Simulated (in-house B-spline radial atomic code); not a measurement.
**B97-1 excitations of the krypton ion Kr⁸⁺**

Method: B97-1. Computed with a B-spline radial code for spherical atoms: linear response of the closed shell [Ar] 3d10 with the functional's adiabatic kernel; non-relativistic, point nucleus, no spin-orbit coupling, no double excitations, S, P, D and F terms only. Only terms of natural parity with L up to 3 were computed.

Without relativity these are model numbers for so heavy an element.

Command:
```bash
python run_td.py task.json out
```
Settings (radii: box in bohr, nucleus in fm):
```
Z                        36
electrons                28
configuration            [Ar] 3d10
hamiltonian              nr
method                   b97_1
box_radius               11.59
intervals                52
```

Time taken, with all properties: 1 s on 1 thread of Intel(R) Xeon(R) Platinum 8259CL CPU @ 2.50GHz (Skylake/Cascade Lake), with other jobs on the host.

The lowest states, in the order of their Tamm-Dancoff energies; the method's threshold (minus the highest occupied level) is 221.05 eV. Labels give the largest channel, * marks a mixed state, and oscillator strengths are full-response dipole values. Semilocal kernels can invert the small singlet-triplet splittings of Rydberg terms. Energies in eV:

```
     state  full response  Tamm-Dancoff  oscillator strength
3d → 4s 3D          85.25         85.26                    -
3d → 4s 1D          85.94         85.95                    -
3d → 4p 3P         102.80        102.82                    -
3d → 4p 3F              ?             ?                    -
3d → 4p 1F         103.56        103.57                    -
3d → 4p 1P         104.92        105.01                0.535
3d → 4d 3S         130.92        130.97                    -
3d → 4d 3D         132.22        132.24                    -
3d → 4d 1D         133.20        133.22                    -
3d → 4d 1S         140.93        141.94                    -
3d → 5s 3D         151.79        151.79                    -
3d → 5s 1D         152.13        152.13                    -
3d → 4f 3P         157.74        157.75                    -
3d → 4f 3F              ?             ?                    -
3d → 4f 1F         158.58        158.58                    -
3d → 5p 3P         158.77        158.78                    -
```

Question: Where does 3d → 4p 3F lie?

Answer: At 103.07 eV in full response, 103.08 eV in Tamm-Dancoff.

Question: Where does 3d → 4f 3F lie?

Answer: At 158.25 eV in full response, 158.25 eV in Tamm-Dancoff.

Question: How large is the singlet-triplet splitting of 3d → 4s (D terms) in Tamm-Dancoff?

Answer: 0.686 eV, from the unrounded values.

Question: What polarisabilities and dispersion coefficient does the method give?

Answer: Dipole 0.2065 bohr³, quadrupole 0.1388 bohr⁵, C6 0.2415 hartree·bohr⁶ for two such species.
